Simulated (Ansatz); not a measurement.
One change: `[NH2][Zn][B](F)Cl` becomes `FB(Cl)[SeH]`.

Ansatz, PBE0-D4/def2-TZVP geometries, multiplicity 1. Each molecule was computed in one conformer, which needn't be the lowest.

Scalar relativity is left out up to krypton. Spin–orbit coupling is left out; it splits and shifts lone-pair levels of the heavy atoms by tenths of an eV.

| property | `[NH2][Zn][B](F)Cl` |
| --- | --- |
| HOMO–LUMO gap (ωB97M-V/def2-TZVPP) / eV | 9.47 |
| LUMO energy (ωB97M-V/def2-TZVPP) / eV | 0.26 |
| HOMO–LUMO gap (PBE0/def2-TZVPP) / eV | 5.21 |
| LUMO energy (B3LYP/def2-TZVPP) / eV | -1.84 |
| zero-point energy (PBE0-D4/def2-TZVP) / kJ/mol | 84.6 |
| HOMO energy (B3LYP/def2-TZVPP) / eV | -6.62 |

What does the change do to each property? (Best estimate.)

Computed: 
```tsv
property	`FB(Cl)[SeH]`	shift
HOMO–LUMO gap (ωB97M-V/def2-TZVPP) / eV	11.27	1.80
LUMO energy (ωB97M-V/def2-TZVPP) / eV	1.30	1.04
HOMO–LUMO gap (PBE0/def2-TZVPP) / eV	7.05	1.84
LUMO energy (B3LYP/def2-TZVPP) / eV	-0.99	0.85
zero-point energy (PBE0-D4/def2-TZVP) / kJ/mol	43.6	-41.0
HOMO energy (B3LYP/def2-TZVPP) / eV	-7.60	-0.98
```

With PBE0 the HOMO falls by 1.00 eV and the LUMO rises by 0.84 eV, so the gap widens by about 1.84 eV. PBE moves the HOMO by -1.13 eV and ωB97M-V by -0.75 eV. The zero-point energy changes by -41.0 kJ/mol with -6 modes.

Positive LUMOs are unbound, so they and the gaps depend on the basis.

B3LYP here is the variant with VWN-RPA as its local correlation; programs differ in this.
